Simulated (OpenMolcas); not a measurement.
# Ionisation energies of antimony

* Program: OpenMolcas 26.06
* Basis: ANO-RCC-VQZP [8s7p5d3f2g]
* Scalar Hamiltonian: DKH2, point nucleus
* Spin-orbit coupling: RASSI with atomic mean-field integrals over the reference wave functions, term energies averaged over their components

Active shells in each charge state: the valence s, p shells, with orbitals averaged over the low states. Where CASPT2's correlated closed shells are named, they are those of the first ion.

A. CASSCF
B. SS-CASPT2, IPEA 0.25 Eh, imaginary shift 0.1 Eh (closed shells correlated: 4s 4p 4d)

Energies in eV between the lowest computed levels (charge -1 gives the electron affinity), named as in B; reference values from the NIST Atomic Spectra Database with their kind.

```csv
From,To,A,B,Spin-orbit share in B,Reference
Sb- 5s² 5p⁴ ³P₂,Sb 5s² 5p³ ⁴S°_3/2,-0.082,0.779,+0.123,
Sb 5s² 5p³ ⁴S°_3/2,Sb+ 5s² 5p² ³P₀,7.948,8.681,-0.469,8.608 (measured)
Sb+ 5s² 5p² ³P₀,Sb2+ 5s² 5p ²P°_1/2,15.801,16.655,+0.050,16.626 (measured)
Sb2+ 5s² 5p ²P°_1/2,Sb3+ 5s² ¹S₀,24.139,25.260,+0.477,25.323 (measured)
Sb3+ 5s² ¹S₀,Sb4+ 5s ²S_1/2,42.505,43.610,+0.000,43.804 (measured)
Sb4+ 5s ²S_1/2,Sb5+ 4d¹⁰ ¹S₀,53.377,55.025,+0.000,55.000 (semi-empirical)
```

Error against the reference values, in %:

| From | Reference | A | B |
| --- | --- | --- | --- |
| Sb | measured | -7.7 | +0.8 |
| Sb+ | measured | -5.0 | +0.2 |
| Sb2+ | measured | -4.7 | -0.2 |
| Sb3+ | measured | -3.0 | -0.4 |
| Sb4+ | semi-empirical | -3.0 | 0 |

Mean absolute error over the 4 measured values: A 0.99 eV, B 0.09 eV. B lies closest.

No diffuse functions were added, so the electron affinity comes out too small, and without dynamic correlation a bound anion can come out unbound.

° marks odd parity.
